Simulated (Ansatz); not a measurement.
# Energy profile

The step: SiNH₅O ([NH2][SiH2][OH]) + PH₃ → SiPH₅O ([OH][SiH2][PH2]) + NH₃; bonds formed: Si1–P7, N2–H6; bonds broken: Si1–N2, H6–P7 (atoms numbered as in the saddle structure below).

Si1  (-0.798, 0.330, 0.864)
N2  (-0.176, -1.318, 0.219)
H3  (-1.632, -0.189, 1.983)
H4  (-1.716, 0.878, -0.151)
O5  (0.326, 1.201, 1.654)
H6  (0.310, -0.900, -0.649)
P7  (0.975, 1.051, -1.403)
H8  (-0.896, -2.010, 0.018)
H9  (0.523, -1.730, 0.833)
H10  (0.914, 1.644, 1.023)
H11  (0.159, 0.866, -2.549)
H12  (2.010, 0.179, -1.842)
(Å)

Electronic energies by CCSD(T) at an estimated basis limit (MP2 extrapolated from triple and quadruple zeta, plus CCSD(T) − MP2 in triple zeta), on PBE0-D4/def2-TZVP structures; SiPNH$_{8}$O, closed shell; no counterpoise correction. Program: Ansatz 0.2.0. Basis: def2-TZVPP and def2-QZVPP. Cores are frozen in the correlated methods. Extrapolation: Hartree–Fock as exp(−7.88 √X), correlation as X^−2.97.

(1) Give the profile in kcal/mol, counted from the separated reactants. (Judge from chemistry; the value comes from the calculation.)

No T1 diagnostic of these runs exceeds 0.014.

## Answers

(1) By the calculation:
```json
{"point": "separated: SiNH$_{5}$O (linked as [NH2][SiH2][OH]; Si1, N2, H3, H4, O5, H8, H9, H10; singlet) + PH$_{3}$ (H6, P7, H11, H12; singlet)", "kcal/mol": "0.00"}
{"point": "start structure", "kcal/mol": "-3.36"}
{"point": "saddle", "kcal/mol": "36.47"}
{"point": "end structure", "kcal/mol": "7.59"}
{"point": "separated: SiPH$_{5}$O (linked as [OH][SiH2][PH2]; Si1, H3, H4, O5, P7, H10, H11, H12; singlet) + NH$_{3}$ (N2, H6, H8, H9; singlet)", "kcal/mol": "10.85"}
```

For scale, one of the runs: CCSD(T)/def2-TZVPP, 258 basis functions, launched by `ansatz run in.yaml --threads 4 --pin off --events-out ev --progress --plain --max-ram 9574MiB`. Hardware: 4 CPU threads of an Arm Neoverse V2, shared host. Wall time 2 min; peak host memory 5.7 GiB.
